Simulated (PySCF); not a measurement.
Isomers of C4H8OSi2, one conformer each. Computed, not measured: core-valence-separated Tamm–Dancoff BHandHLYP/aug-pcX-1 (pcseg-1 on H, def2-SVPD on Si) in PySCF, non-relativistic, gas phase, PBE0-D3(BJ)/def2-SVP geometry. BHandHLYP without relativity tends to put these K edges a few eV too low, so spacings mean more than positions.

P. `C#C[C@@H]1C[SiH2]O[SiH2]1`
Q. `[SiH3][SiH2]c1ccco1`
R. `[SiH3]O[SiH]1C=CC=C1`

Main lines, eV (oscillator strength):
1. C K: 283.5 (0.061), 283.8 (0.055), 283.8 (0.067), 283.9 (0.047), 285.6 (0.008); O K: 532.3 (0.003), 533.2 (0.026), 533.5 (0.006), 533.8 (0.023), 534.2 (0.010)
2. C K: 281.5 (0.095), 282.2 (0.105), 285.5 (0.025), 286.1 (0.016), 286.2 (0.036); O K: 531.5 (0.005), 533.0 (0.013), 533.8 (0.016), 534.1 (0.016), 534.2 (0.003)
3. C K: 283.3 (0.053), 283.7 (0.057), 284.0 (0.055), 284.3 (0.065), 285.8 (0.009); O K: 532.6 (0.032), 536.2 (0.010), 536.4 (0.005), 536.5 (0.007), 536.6 (0.006)
Listed: the first five lines at most of each edge with a tenth or more of its strongest line's intensity; roots within 0.03 eV on the same or equivalent atoms are summed. Only the lowest roots were sought, and the top ones are left out.

Problem. Which spectrum belongs to which isomer?

Solution. 1 = P, 2 = R, 3 = Q.
- P: first C line listed at 283.5 eV, hole on the terminal alkyne carbon (1s→π*); first O line listed at 532.3 eV, hole on the siloxane oxygen.
- Q: first C line listed at 283.3 eV, hole on the aromatic CH carbon (1s→π*); first O line listed at 532.6 eV, hole on the furan-type oxygen.
- R: first C line listed at 281.5 eV, hole on the alkene CH carbon; first O line listed at 531.5 eV, hole on the siloxane oxygen.

Problem. What are the ground-state energies of the isomers at BHandHLYP/aug-pcX-1 (pcseg-1 on H, def2-SVPD on Si), relative to the lowest?

Solution. P 68.0, Q 196.9, R 0.0 kJ/mol (electronic energies on these geometries, no dispersion or zero-point terms).
